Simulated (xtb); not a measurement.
C₂H₅FN₂Si, SMILES F[C@H]1N=C[Si@H]1N. All values are semi-empirical tight-binding results from xtb (GFN2-xTB unless named), good for trends rather than for accurate numbers. Geometry: GFN2-xTB. The structure was generated by enumeration; whether it is a known compound was not checked. The values are those of a single conformer.

Task: Estimate the properties. (The exact figures need the calculation; the answer reports its results.)

Result: 
The orbital gap comes out as 2.66 eV and the dipole moment comes out as 4.50 D. The zero-point energy comes out as 45.1 kcal/mol and the G − E(el) at 298.15 K (modified RRHO) is 25.4 kcal/mol. The static polarisability (D4 model) is 65.7 bohr³ and the solvation energy, GFN2-xTB/ALPB(water) is -8.6 kcal/mol. The solvation energy, GFN2-xTB/ALPB(thf) comes out as -8.6 kcal/mol.
